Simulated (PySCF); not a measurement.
**How methods differ on the interval between two levels of Se³⁺**

Se³⁺ [Ar] 3d10 4s2 4p1 [2P3/2, M_J = 3/2] → Se³⁺ [Ar] 3d10 4s1 4p2 [4P5/2, M_J = 5/2], as a difference of total energies. Computed with PySCF 2.14 in x2c-TZVPall-2c with one added diffuse shell each of s, p, d type (7s8p5d1f, 63 functions), with the two-component X2C-1e Hamiltonian. Correlated levels: [Ne] frozen. "Screened" scales the spin-orbit matrix elements by Boettger's factors to mimic the two-electron term; Breit and QED terms are absent.

```json
{"method": "GHF (spin-free)", "interval between two levels (cm⁻¹)": "65311"}
{"method": "GMP2 (spin-free)", "interval between two levels (cm⁻¹)": "74430"}
{"method": "GHF (screened spin-orbit)", "interval between two levels (cm⁻¹)": "65215"}
{"method": "GMP2 (screened spin-orbit)", "interval between two levels (cm⁻¹)": "74327"}
```

The labels give the starting determinants; with spin-orbit coupling the two ends relaxed to ⟨J²⟩ = 3.76, ⟨L²⟩ = 2.01, ⟨S²⟩ = 0.75 and ⟨J²⟩ = 8.75, ⟨L²⟩ = 2.02, ⟨S²⟩ = 3.74.
